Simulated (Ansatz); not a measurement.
C2H5O (SMILES [CH2]OC), doublet, at a GFN2-xTB geometry. Base run: PBE/def2-SVP (Ansatz, a quantum-chemistry and plane-wave program).

The Ansatz input:
Ansatz 0.2 input:
```yaml
crystal:
  periodic: [false, false, false]
  atoms:
    - {symbol: C, position_ang: [1.21829606, -0.16765284, -0.00816610]}
    - {symbol: O, position_ang: [-0.01053073, 0.03540515, 0.54193710]}
    - {symbol: C, position_ang: [-1.08283755, 0.08170466, -0.36068832]}
    - {symbol: H, position_ang: [1.37028160, 0.04044441, -1.05256614]}
    - {symbol: H, position_ang: [2.02154297, -0.09427015, 0.69664668]}
    - {symbol: H, position_ang: [-0.93315226, 0.86184055, -1.11602031]}
    - {symbol: H, position_ang: [-1.21113336, -0.87973184, -0.87140938]}
    - {symbol: H, position_ang: [-1.97604407, 0.30416488, 0.22097881]}
basis:
  gaussian:
    orbitals: def2-SVP
hamiltonian:
  xc: pbe
magnetization: {spin_polarized: true, initial_magnetization: 1}
```

The bond that is stretched is that between atoms 8 and 3. A test that says stable can miss a lower solution.

Variants of this job, named by their change:

```tsv
change	ΔE vs base (mEh)	<S^2>	stability test says
base	0.000	0.752	minimum
spin_polarized = on; lower_state_search = off	0.000	0.752	undecided (no full test)
spin_polarized = on; lower_state_search = standard	0.000	0.752	minimum
bond × 1.25	24.057	0.752	minimum
spin_polarized = on; lower_state_search = off; bond × 1.25	24.057	0.752	undecided (no full test)
spin_polarized = on; lower_state_search = standard; bond × 1.25	24.057	0.752	minimum
bond × 1.5	68.406	0.752	minimum
spin_polarized = on; lower_state_search = off; bond × 1.5	68.406	0.752	undecided (no full test)
spin_polarized = on; lower_state_search = standard; bond × 1.5	68.406	0.752	minimum
bond × 1.8	117.2	0.753	minimum
spin_polarized = on; lower_state_search = off; bond × 1.8	117.2	0.753	undecided (no full test)
spin_polarized = on; lower_state_search = standard; bond × 1.8	117.2	0.753	minimum
bond × 2.2	159.8	1.280	minimum
spin_polarized = on; lower_state_search = off; bond × 2.2	159.8	1.280	undecided (no full test)
spin_polarized = on; lower_state_search = standard; bond × 2.2	159.8	1.280	minimum
bond × 3.0	176.0	1.724	minimum
spin_polarized = on; lower_state_search = off; bond × 3.0	178.9	1.715	undecided (no full test)
spin_polarized = on; lower_state_search = standard; bond × 3.0	176.0	1.724	minimum
```

On stretching, the SCF can end on different states; <S^2> shows the spin contamination of each.
